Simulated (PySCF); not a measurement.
Gas-phase reaction: H2Te + 2 O → TeO2 + 2 H

Method: PySCF energies plus ideal-gas RRHO corrections (1 bar). † marks an energy on the PBE0/def2-TZVP geometry and frequencies. MP2 freezes the core. Open shells (unrestricted): O (multiplicity 3, electronic degeneracy 9), H (multiplicity 2); the rest are closed-shell singlets. Spin-orbit splitting is ignored; it lowers the true energy and changes the entropy of O. B3LYP is the form with VWN-RPA correlation. Te: scalar-relativistic def2 core potential, no spin-orbit coupling. MP2 isn't extrapolated to the basis-set limit; its ΔH°(298 K) is -159.8 kJ in def2-SVP and -289.2 kJ in def2-TZVPP. The harmonic model lacks anharmonicity and excited electronic states, which grow with temperature; levels with a mode under 35 cm⁻¹ are left out.

```json
[
 {"level": "B3LYP/def2-TZVP†", "ΔE electronic, kJ": "-160", "ΔH°(298 K), kJ": "-177", "ΔS°(298 K), J/K": "-50", "ΔG°(1000 K), kJ": "-132"},
 {"level": "MP2/def2-SVP†", "ΔE electronic, kJ": "-142", "ΔH°(298 K), kJ": "-160", "ΔS°(298 K), J/K": "-50", "ΔG°(1000 K), kJ": "-115"},
 {"level": "MP2/def2-TZVPP†", "ΔE electronic, kJ": "-272", "ΔH°(298 K), kJ": "-289", "ΔS°(298 K), J/K": "-50", "ΔG°(1000 K), kJ": "-244"},
 {"level": "PBE0/def2-SVP†", "ΔE electronic, kJ": "-66", "ΔH°(298 K), kJ": "-83", "ΔS°(298 K), J/K": "-50", "ΔG°(1000 K), kJ": "-38"},
 {"level": "LDA/def2-TZVP†", "ΔE electronic, kJ": "-401", "ΔH°(298 K), kJ": "-418", "ΔS°(298 K), J/K": "-50", "ΔG°(1000 K), kJ": "-373"}
]
```
ΔH° is lowest at LDA/def2-TZVP† and highest at PBE0/def2-SVP†. No reference value is set beside these.
